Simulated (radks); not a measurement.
The numbers below are computed, except where a source is named.
Neutral vanadium inside a hard spherical wall (all orbitals vanish at R), configuration held at [Ar] 3d3 4s2 and not refilled when levels cross. Code: a radial shooting solver on a logarithmic mesh with Libxc functionals. Model: non-relativistic Kohn-Sham, PBEsol, spin-unpolarised, spherical densities, point nucleus. Eigenvalues in eV, with the zero of energy where the potential of the charges vanishes at infinity; a dash marks a level that is unbound or too diffuse for the functional's potential to be trusted. A positive occupied level is held by the wall or, in an anion where self-interaction has pushed it up, behind a barrier. The pressure on the wall is -dE/dV.

[
 {"R (bohr)": "free", "E (hartree)": "-942.57620", "kinetic (hartree)": "941.640", "e(3s)": "-68.960", "e(3p)": "-43.807", "e(3d)": "-5.366", "e(4s)": "-4.661", "e(4p, empty)": "-1.443", "e(5s, empty)": "-", "pressure (GPa)": "0"},
 {"R (bohr)": "20", "E (hartree)": "-942.57620", "kinetic (hartree)": "941.640", "e(3s)": "-68.960", "e(3p)": "-43.807", "e(3d)": "-5.366", "e(4s)": "-4.661", "e(4p, empty)": "-1.443", "e(5s, empty)": "-", "pressure (GPa)": "< 0.0001"},
 {"R (bohr)": "15", "E (hartree)": "-942.57619", "kinetic (hartree)": "941.640", "e(3s)": "-68.959", "e(3p)": "-43.807", "e(3d)": "-5.365", "e(4s)": "-4.660", "e(4p, empty)": "-1.439", "e(5s, empty)": "0.338", "pressure (GPa)": "< 0.0001"},
 {"R (bohr)": "8", "E (hartree)": "-942.57024", "kinetic (hartree)": "941.684", "e(3s)": "-68.653", "e(3p)": "-43.501", "e(3d)": "-5.076", "e(4s)": "-4.398", "e(4p, empty)": "-0.860", "e(5s, empty)": "4.686", "pressure (GPa)": "0.237"},
 {"R (bohr)": "7", "E (hartree)": "-942.55860", "kinetic (hartree)": "941.752", "e(3s)": "-68.265", "e(3p)": "-43.115", "e(3d)": "-4.714", "e(4s)": "-4.035", "e(4p, empty)": "-0.242", "e(5s, empty)": "7.587", "pressure (GPa)": "0.908"},
 {"R (bohr)": "3.5", "E (hartree)": "-941.63728", "kinetic (hartree)": "944.973", "e(3s)": "-58.823", "e(3p)": "-33.881", "e(3d)": "4.415", "e(4s)": "11.066", "e(4p, empty)": "19.353", "e(5s, empty)": "69.847", "pressure (GPa)": "235"},
 {"R (bohr)": "3", "E (hartree)": "-940.70537", "kinetic (hartree)": "947.914", "e(3s)": "-53.655", "e(3p)": "-28.811", "e(3d)": "10.011", "e(4s)": "23.591", "e(4p, empty)": "33.988", "e(5s, empty)": "109.34", "pressure (GPa)": "710"},
 {"R (bohr)": "1.5", "E (hartree)": "-910.16513", "kinetic (hartree)": "1031.870", "e(3s)": "28.526", "e(3p)": "57.654", "e(3d)": "103.82", "e(4s)": "301.32", "e(4p, empty)": "313.13", "e(5s, empty)": "732.49", "pressure (GPa)": "85200"}
]
